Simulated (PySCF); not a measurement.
**Correlation energy of Cd²⁺ (cadmium, charge +2)**

[Kr] 4d10, closed-shell 1S. Computed with PySCF 2.14 in x2c-TZVPPall, with scalar relativity by spin-free X2C-1e. Frozen: [Kr]; 10 electrons correlated.

```
  level  correlation energy (mhartree)
   CCSD                        -329.24
    (T)                          -8.12
CCSD(T)                        -337.36
```

Diagnostics: T1 = 0.00082, D1 = 0.0012, largest double amplitude 0.020.

Cost of the coupled-cluster step: roughly 4 core-seconds, for 10 correlated electrons.

Iterations:

```
CC2 = 0
CCSD nocc = 5, nmo = 61
frozen orbitals [0, 1, 2, 3, 4, 5, 6, 7, 8, 9, 10, 11, 12, 13, 14, 15, 16, 17]
max_cycle = 100
direct = 0
conv_tol = 1e-08
conv_tol_normt = 1e-06
diis_space = 8
diis_start_cycle = 0
Init t2, MP2 energy = -5590.8211296811  E_corr(MP2) -0.349355111287298
Init E_corr(CCSD) = -0.349355111287309
cycle = 1  E_corr(CCSD) = -0.326707324008735  dE = 0.0226477873  norm(t1,t2) = 0.0109371
cycle = 2  E_corr(CCSD) = -0.329355268358529  dE = -0.00264794435  norm(t1,t2) = 0.00230076
cycle = 3  E_corr(CCSD) = -0.32921003228499  dE = 0.000145236074  norm(t1,t2) = 0.000395671
cycle = 4  E_corr(CCSD) = -0.329236595131857  dE = -2.65628469e-05  norm(t1,t2) = 0.00010369
cycle = 5  E_corr(CCSD) = -0.329243822520645  dE = -7.22738879e-06  norm(t1,t2) = 1.03733e-05
cycle = 6  E_corr(CCSD) = -0.329242977153221  dE = 8.45367423e-07  norm(t1,t2) = 1.7752e-06
cycle = 7  E_corr(CCSD) = -0.329242928525594  dE = 4.86276279e-08  norm(t1,t2) = 2.18048e-07
cycle = 8  E_corr(CCSD) = -0.329242940442879  dE = -1.19172852e-08  norm(t1,t2) = 3.97808e-08
cycle = 9  E_corr(CCSD) = -0.329242940841351  dE = -3.98472477e-10  norm(t1,t2) = 5.52171e-09
CCSD converged
E(CCSD) = -5590.801017510657  E_corr = -0.3292429408413513
CCSD(T) correction = -0.00811740408991355
```
